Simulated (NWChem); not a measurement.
System: C4H4O2; SMILES C1CC(=O)OC=1

```xyz
10

O      0.0171     2.0094     0.0000
C     -0.0158     0.8206     0.0000
C     -1.2047    -0.1261     0.0000
C     -0.5539    -1.4697     0.0000
C      0.7653    -1.2673     0.0000
O      1.1269     0.0547     0.0000
H     -1.8325     0.0782    -0.8837
H     -1.8325     0.0782     0.8837
H     -1.0547    -2.4356     0.0000
H      1.5980    -1.9690     0.0000
```
Atoms are numbered in this order, from 1.

Results from NWChem. Structure relaxed at the PBE0/def2-SVP level. Level: PBE0/def2-SVP with SMD (1 M gas to 1 M solution), gas-phase geometry.

For solvent toluene:

```
Item                                         Result
-------------------------------------------  ------
cavity-dispersion-structure term (kcal/mol)    -2.1
dipole in solution (D)                         4.15
```

Question: How do the values read with solvent water instead?

Answer: 
| Quantity | Result |
|---|---|
| cavity-dispersion-structure term (kcal/mol) | 4.4 |
| dipole in solution (D) | 4.99 |
